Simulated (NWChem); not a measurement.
Species: 1,2,4-triazole (C$_{2}$H$_{3}$N$_{3}$); SMILES c1nc[nH]n1

All runs: NWChem. Medium grid unless said otherwise, to which SCAN and Minnesota functionals are sensitive. Coordinates come from a PBE0/def2-SVP optimisation. Level r2SCAN/def2-SVP: energy and gradient; each run changes one setting, and changes count from the defaults (medium grid, exact Coulomb integrals, symmetry on).

### Question
Which setting moves the energy most, and by about how much (Coulomb fitting, Ahlrichs set; tight SCF thresholds and tolerances; extra-fine grid; defaults; symmetry off)?

### Answer
Coulomb fitting, Ahlrichs set, by about 800 μHa.
```
setting                              size of the energy change (μHa)  largest change of a gradient component (μHa/bohr)  time, defaults = 1 (rough)
-----------------------------------  -------------------------------  -------------------------------------------------  --------------------------
defaults                                                        < 10                                               < 30                     about 1
extra-fine grid                                                  100                                                 60                           2
tight SCF thresholds and tolerances                             < 10                                               < 30                     about 1
Coulomb fitting, Ahlrichs set                                    800                                                200                         0.5
symmetry off                                                    < 10                                        other frame                     about 1
```
